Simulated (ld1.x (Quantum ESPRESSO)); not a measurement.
**Ga: one change to a TM potential, before and after**

- Element: Ga
- Generator: ld1.x (Quantum ESPRESSO) 7.5
- Type: norm-conserving Troullier–Martins (Kleinman–Bylander form)
- Functional: PBE
- Relativity: scalar-relativistic
- Frozen core: [Ar] 3d10
- Valence charge: 3
- Reference configuration: 4s1.5 4p0 (charge +1.5)
- Partial waves: 4s (bound): rc 1.50 bohr; 4p (bound, empty): rc 1.60 bohr
- Local potential: all-electron potential smoothed inside 1.45 bohr (lloc = -1)
- Core correction: Bessel-smoothed model core, default radius (core density twice the valence density)

Change: local potential all-electron potential smoothed inside 1.74 bohr (lloc = -1).

Cutoffs: the cutoffs (Ry, on a coarse ladder) from which the occupation-weighted sum of valence levels, in a spherical-Bessel basis at the reference potential, stays within 10 and 1 mRy of its value at 400 Ry; they do not see the model core or the augmentation charge, which bear on the density cutoff. Errors are all-electron minus pseudo energies relative to the spin-unpolarised reference configuration.

Question: How do hardness, ghosts and transferability respond?

Answer: The potential gets harder (15 Ry and 55 Ry → 25 Ry and 55 Ry); of the 7 tests that both files solve, the error grows in 2 and shrinks in 0 by more than 15 % and 0.3 meV (median size 25.2 → 27.5 meV); neither file shows a bound ghost.

```csv
quantity,base,changed
"cutoff, loose",15 Ry,25 Ry
"cutoff, tight",55 Ry,55 Ry
bound ghosts,none,none
"error for 4s2 4p1, meV [ΔE -15.03 eV]",-42,-48
"error for 4s2 4p0, meV [ΔE -9.35 eV]",-16,-18
"error for 4s1 4p0, meV [ΔE 11.78 eV]",-25,-27
"error for 4s0 4p3, meV [ΔE -1.66 eV]",-7.6,-7.7
"error for 4s2 4p0.5, meV [ΔE -13.00 eV]",-31,-36
"error for 4s1 4p2, meV [ΔE -8.50 eV]",-11,-12
"error for 4s2 4p1.3, meV [ΔE -15.57 eV]",-44,-51
```
